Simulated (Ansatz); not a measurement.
`B[SiH2][SiH](N)F` → `B[SiH2]N` + `F[SiH]` at 298.15 K and 1 bar (silylene formation by 1,1-elimination).

Gas-phase electronic energies from Ansatz, PBE0-D4/def2-TZVP geometries. CBS: MP2 limit from def2 TZ/QZ plus the TZ coupled-cluster correction, frozen cores. This one scheme is used for every species. One conformer a species, not always the lowest.

```json
{"species": "`B[SiH2][SiH](N)F`", "CCSD(T)/CBS energy (Eh)": "-761.71962", "H − E (kJ/mol)": "224.0", "S (J/(mol·K))": "384.7"}
{"species": "`B[SiH2]N`", "CCSD(T)/CBS energy (Eh)": "-372.16627", "H − E (kJ/mol)": "181.6", "S (J/(mol·K))": "304.5"}
{"species": "`F[SiH]`", "CCSD(T)/CBS energy (Eh)": "-389.46371", "H − E (kJ/mol)": "32.3", "S (J/(mol·K))": "239.1"}
```

H − E and S are ideal-gas, rigid-rotor, harmonic terms from PBE0-D4/def2-TZVP, for one conformer and one mirror image of each species. 1 Eh = 2625.50 kJ/mol, R = 8.31446 J/(mol·K).

By hand: ΔE, ΔH, ΔS and ΔG.

ΔE = (-372.16627) + (-389.46371) − (-761.71962) = 0.08964 Eh = 235.3 kJ/mol. Δ(H − E) = 181.6 + 32.3 − 224.0 = -10.1, so ΔH = 225.2 kJ/mol. ΔS = 304.5 + 239.1 − 384.7 = 158.9 J/(mol·K). ΔG = 225.2 − 298.15 × (158.9)/1000 = 177.8 kJ/mol.

By hand: the equilibrium constant, and the temperature at which ΔG would vanish if ΔH and ΔS stayed fixed.

log₁₀ K = −ΔG/(RT ln 10) = -31.1. ΔG = 0 at ΔH/ΔS = 1417 K.

The number of gas molecules changes by +1, which sets the sign of ΔS. A doubt of 5 kJ/mol in ΔE shifts log₁₀ K by 0.9 here. Other conformers and mirror images would add mixing entropy, several J/(mol·K) or more a flexible species. Modes under 60 cm⁻¹, often nearly free rotors, make the harmonic entropy too high. These are equilibria of isolated gas molecules and say nothing of rates. Largest T1 diagnostic: 0.015 (customary marks: 0.02 for closed shells, 0.045 for open ones).
